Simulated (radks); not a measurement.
Results of a calculation; reference values are marked as such.
All-electron atom: the technetium ion Tc2+ in [Kr] 4d5. Code: a radial shooting solver on a logarithmic mesh with Libxc functionals. Model: Dirac Kohn-Sham, PBE, spin-unpolarised, spherical densities, point nucleus; open shells are shared between the two j in proportion to 2j + 1.

X-ray form factor f0, the Fourier transform of the density (f0(0) = 41):

sin(theta)/lambda (1/angstrom)  f0 (electrons)
0.05                                    40.435
0.1                                     38.875
0.15                                    36.646
0.2                                     34.115
0.25                                    31.573
0.3                                     29.199
0.4                                     25.228
0.5                                     22.259
0.6                                     19.996
0.8                                     16.475
1                                       13.471
1.25                                    10.362
1.5                                      8.174
2                                        5.960
